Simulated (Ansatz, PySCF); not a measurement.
Bond stretch in trisilylamine, H9NSi3, SMILES N([SiH3])([SiH3])[SiH3], singlet. The Si1–H13 bond (Si1 also carries H, H, N; H13 carries nothing else) is pulled apart rigidly from the PBE0/def2-SVP optimised geometry. Each curve is given relative to its own lowest point near equilibrium.

```csv
R / Å,A,B,C
1.21,27.0,25.7,24.7
1.32,8.6,8.3,7.3
1.41,1.9,1.8,1.2
1.43,1.1,1.0,0.6
1.49,0.0,0.0,0.0
1.55,0.4,0.4,0.9
1.59,1.4,1.4,2.2
1.69,5.5,5.4,7.2
1.79,11.1,10.9,13.7
1.96,22.6,22.2,26.7
2.18,38.7,37.5,44.2
2.44,57.1,54.4,63.7
2.78,78.2,72.3,85.8
3.16,96.1,83.6,105.6
3.64,109.8,89.5,124.4
4.33,113.4,91.8,142.1
```

Energies in kcal/mol.

Which curve belongs to which method? The methods are restricted MP2 (frozen core)/3-21G in PySCF 2.14.0; unrestricted BLYP/def2-SVP in Ansatz (a program for electronic structure); PySCF with unrestricted M06-2X/6-31G*, spherical d.

A is RMP2/3-21G; B is UKS-BLYP; C is UKS-M06-2X/6-31G*.

The restricted form behind RMP2/3-21G keeps the bonding electrons paired and can't separate into open-shell fragments. The unrestricted determinant behind UKS-BLYP is spin-contaminated at 2.78 to 4.33 Å (<S²> up to 1.0, against 0.00 for a pure singlet).
